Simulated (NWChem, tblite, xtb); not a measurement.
## TiHBrOF2 (SMILES [OH][Ti]([F])([F])[Br]): the dipole moment, rung by rung

TiHBrOF2: 6 atoms, total charge 0, spin state singlet. As SMILES, `[OH][Ti]([F])([F])[Br]`. The shape is that of a PBE0-D4/def2-TZVP optimisation. This is one conformer, not always the lowest.

```xyz
6

O    -0.2749   -0.0332    1.3411
Ti    0.1975   -0.1708   -0.3454
F    -1.1094   -0.8788   -1.2585
F     1.6227   -1.1707   -0.4537
Br    0.6312    1.9691   -1.2111
H    -1.0249    0.2203    1.8814
```

Quantity: the dipole moment, in D. The values are calculated.

```
                             level            kind  program  value (D)   CPU time
                          GFN2-xTB  semi-empirical   tblite       4.29  under 2 s
                          GFN1-xTB  semi-empirical   tblite       2.98  under 2 s
                          GFN0-xTB  semi-empirical      xtb       3.05  under 2 s
                         IPEA1-xTB  semi-empirical   tblite       3.26  under 2 s
                         HF/STO-3G    Hartree–Fock   NWChem       2.46      9.4 s
                       HF/def2-SVP    Hartree–Fock   NWChem       2.73       63 s
B3LYP/6-31G* (spherical functions)   global hybrid   NWChem       2.66    2.1 min
                     PBE0/def2-SVP   global hybrid   NWChem       2.62       91 s
B3LYP/6-31G* (Cartesian functions)   global hybrid   NWChem       2.66      2 min
```

All-electron rows without a relativistic Hamiltonian named are non-relativistic. The values span 2.46 to 4.29 D. Magnitudes only. Sets without polarisation functions give poor dipoles. Without the sets that lack polarisation functions the rows with a basis span only 2.62 to 2.73 D. Times are those of the runs behind each value, whatever else they computed, on shared processors of several kinds: orders of magnitude only.
